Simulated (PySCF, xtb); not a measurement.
H6NSi2, SMILES [SiH2]N[SiH3] (connectivity only; charge and spin as stated), charge +1, multiplicity 1.

GFN2-xTB (xtb) at its own geometry gives an orbital gap of 3.28 eV.

The structure is a stationary point at PBE0-D3(BJ)/def2-SVP. The multiplicity is an assumed one; other spin states were not compared. The isomer is the one that the SMILES or the coordinates give; other isomers of the formula were not compared.

**Question.** What does M06-2X/def2-TZVPD (PySCF) give? (The exact figures need the calculation; the answer reports its results.)

**Answer.** gap 8.09 eV (levels -14.98 and -6.89 eV).
